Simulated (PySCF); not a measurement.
# Shapes and spin states of TaF2

These are results of PBE0 in PySCF with Ta def2-TZVP with ECP60, F def2-TZVP; scalar-relativistic core potentials, no spin–orbit coupling; density-fitted integrals, not measurements.

Relaxations began from a few typed shapes and spin states; open shells are unrestricted. The search is not exhaustive: other isomers or separated fragments can lie lower, and high-lying points may rest on an excited occupation.

| spin | group | bonds | angles | imaginary modes (cm⁻¹) | ΔE (kJ/mol) | ΔE with ZPE (kJ/mol) |
| --- | --- | --- | --- | --- | --- | --- |
| quartet | D∞h | Ta–F 1.880 Å (×2) | F–Ta–F 180.0° | none | 0.0 | 0.0 |
| doublet (⟨S²⟩ 1.44) | D∞h | Ta–F 1.869 Å (×2) | F–Ta–F 180.0° | 40i | 28.8 | – |

The lowest minimum found is the quartet D∞h: Ta–F 1.880 Å (×2); F–Ta–F 180.0°.

Formally Ta is in oxidation state +2, d3, with 3 unpaired electrons (the high-spin count). The Mulliken spin on Ta is 3.09. The polar-tensor charge on Ta, 1.14, is far below the formal one.

For the lowest minimum: other spin states or occupations of the open shell can lie lower. With an element this heavy the missing spin–orbit coupling can shift these numbers.

The electron or spin density has lower symmetry than the nuclear frame for the doublet (⟨S²⟩ 1.44) D∞h at 28.8 kJ/mol.
